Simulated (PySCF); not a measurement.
Isomers of C6H3F3OS, one GFN2-xTB conformer each. Single-point energies are computed at PBE0/pcSseg-1 (PySCF, gas phase, no added dispersion term), electronic only.

| SMILES | GFN2-xTB relative energy (kcal/mol) |
| --- | --- |
| FC(F)(F)c1coccc1=S | 0.0 |
| FC(F)(F)c1cc(=S)cco1 | 2.4 |
| O=C(c1cccs1)C(F)(F)F | 2.5 |

Conformers: `[O:1]=[C:2]([c:3]1[cH:4][cH:5][cH:6][s:7]1)[C:8]([F:9])([F:10])[F:11]` with O1–C2–C3–C4 180°.

What does PBE0/pcSseg-1 give for the same structures?

```tsv
SMILES	PBE0/pcSseg-1 E (Eh)	PBE0/pcSseg-1 (kcal/mol)	GFN2-xTB (kcal/mol)	point group
O=C(c1cccs1)C(F)(F)F	-1002.54107	0.0	2.5	Cs
FC(F)(F)c1cc(=S)cco1	-1002.52002	13.2	2.4	Cs
FC(F)(F)c1coccc1=S	-1002.51955	13.5	0.0	Cs
```

GFN2-xTB puts FC(F)(F)c1coccc1=S lowest instead; measured from each level's own lowest isomer, the values differ by up to 13.5 kcal/mol (FC(F)(F)c1coccc1=S: 0.0 against 13.5). Neighbours under 2.5 kcal/mol apart (FC(F)(F)c1cc(=S)cco1 and FC(F)(F)c1coccc1=S) can change places with a better method, another conformer or zero-point energy.

Which frontier levels, dipoles and rotational constants go with these structures?

| SMILES | HOMO (eV, PBE0/pcSseg-1) | LUMO (eV) | dipole (D) | A, B, C (MHz) |
| --- | --- | --- | --- | --- |
| O=C(c1cccs1)C(F)(F)F | -7.84 | -2.66 | 4.50 | 2034, 666.4, 550.1 |
| FC(F)(F)c1cc(=S)cco1 | -6.50 | -2.69 | 3.02 | 1921, 577.6, 481.2 |
| FC(F)(F)c1coccc1=S | -6.41 | -2.50 | 5.34 | 1334, 932.5, 607.1 |
